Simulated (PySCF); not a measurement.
## Electron correlation in Rb³²⁺ (rubidium, charge +32)

[He] 2s2 2p1, 2P determinant. All numbers are calculated (PySCF 2.14, scalar relativity by spin-free X2C-1e, in an even-tempered Gaussian basis (19 s from 9.9 bohr⁻², ratio 2.2; 12 p from 13 bohr⁻², ratio 2.2; 6 d from 52 bohr⁻², ratio 2.4; 5 f from 78 bohr⁻², ratio 2.4; 4 g from 120 bohr⁻², ratio 2.4)). Frozen: nothing; 5 electrons correlated; the 14 highest virtual orbitals of each spin left out.

```json
{"level": "CCSD", "correlation energy (mhartree)": "-305.38"}
{"level": "(T)", "correlation energy (mhartree)": "-0.75"}
{"level": "CCSD(T)", "correlation energy (mhartree)": "-306.13"}
```

Diagnostics: T1 = 0.00041, D1 = 0.0009, largest double amplitude 0.085.

Spin-orbit coupling, absent here, splits the open shell strongly.

Cost of the coupled-cluster step: 85 s of wall time on 2 threads of Neoverse-V1 (shared host), for 5 correlated electrons.

At this charge the one-electron X2C treatment keeps the bare 1/r₁₂, with no two-electron picture change or Breit term. That inflates the 1s pair energies well beyond their four-component values; and a scalar Hamiltonian misses the large spin-orbit splitting of the p shells, which matters for ns² → np² pairs.
